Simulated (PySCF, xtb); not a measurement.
N-methylbuta-2,3-dien-1-amine (C5H9N), SMILES C=C=CCNC.

GFN2-xTB in xtb at its own geometry gives an orbital gap of 4.44 eV and a dipole moment of 1.09 D.

Geometry: PBE0-D3(BJ)/def2-SVP. The values are those of a single conformer.

Task: What does PBE/def2-TZVP run with PySCF give? (An estimate is asked for; the answer gives what the named calculation found.)

Result: gap 4.36 eV (levels -5.10 and -0.74 eV), dipole 0.83 D.
